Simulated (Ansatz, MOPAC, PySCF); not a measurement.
Process, species as SMILES: [OH+](C(C)=O)[GeH3] -> CC(=[OH+])[O][GeH3]

Wanted: isomerisation energy (enthalpy at 298 K), in kcal/mol. Set-up: non-relativistic; dispersion terms only where a functional's name holds one; no spin-orbit coupling. First-principles rows: single points at B3LYP-D3(BJ) geometries (Ansatz, a first-principles code), with unscaled harmonic terms from B3LYP/6-31G* (LANL2DZ past Ar) (Ansatz) at its own minima. Semi-empirical rows: MOPAC heats of formation at their own minima for 298 K.

```
species              coefficient  E at BP86/def2-SVP (PySCF), Eh  E at wB97X-V/def2-TZVPD (Ansatz), Eh  H(298 K) - E, kcal/mol  heat of formation at PM3 (MOPAC), kcal/mol
-------------------  -----------  ------------------------------  ------------------------------------  ----------------------  ------------------------------------------
CC(=O)[OH+][GeH3]             -1                     -2307.44663                           -2307.44666                   59.19                                       94.47
CC(=[OH+])[O][GeH3]           +1                     -2307.47453                           -2307.47665                   60.05                                       79.23
```

 1 Eh = 627.5095 kcal/mol.

Q: Compute it at each level from the table.

A: 
- BP86/def2-SVP: the sum of coefficient times E is -0.02790 Eh, or -17.51 kcal/mol; the thermal terms add 0.86. Result: -16.6 kcal/mol.
- wB97X-V/def2-TZVPD: the sum of coefficient times E is -0.02999 Eh, or -18.82 kcal/mol; the thermal terms add 0.86. Result: -18.0 kcal/mol.
- PM3: the sum of coefficient times heat of formation is -15.24 kcal/mol; it needs no thermal term.
